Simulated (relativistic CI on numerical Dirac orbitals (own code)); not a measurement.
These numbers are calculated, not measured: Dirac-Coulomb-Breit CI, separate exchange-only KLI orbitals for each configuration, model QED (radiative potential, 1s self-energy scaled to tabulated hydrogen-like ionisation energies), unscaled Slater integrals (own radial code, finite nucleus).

The strongest absorption lines from the ground level of an ion, among the configurations computed and to levels below about 184 eV (vacuum wavelength in nm, gf): 6.9162 (0.3), 7.3017 (0.36), 7.3785 (0.5), 11.007 (0.41), 11.758 (7.7), 11.866 (1.3), 12.145 (12), 12.175 (3.3).

Q: Which ion is it?
A. Sb XVII
B. Sb XV
C. In XIII
D. Cs XIX

A: B. Sb XV has 37 electrons and the ground level 4s2 4p6 4d 2D_3/2; the strongest line goes to 4s2 4p5 4d2 2F°_5/2. The pattern of lines fixes the number of electrons, and along that sequence the line energies rise steadily with the charge (about as its square where n changes within one kind of shell, about linearly where n is kept but much faster in heavy ions where fine structure, which grows about as Z⁴, sets the gap, and irregularly where shells cross), which fixes Z. Configurations outside the model, such as inner-shell arrays, can give stronger lines. At this charge energies of transitions that change n are usually good to better than 1 %, and those within a shell (Δn = 0) to a few per cent. Levels and lines within the n = 5 or 6 shells can be off by up to 10 % or somewhat more, and those that change n by about 2 %, since core polarisation is missing.

LS names give the leading component of a level, which can be under half, so a name can repeat, a term be missing and a line seem to break the LS rules.
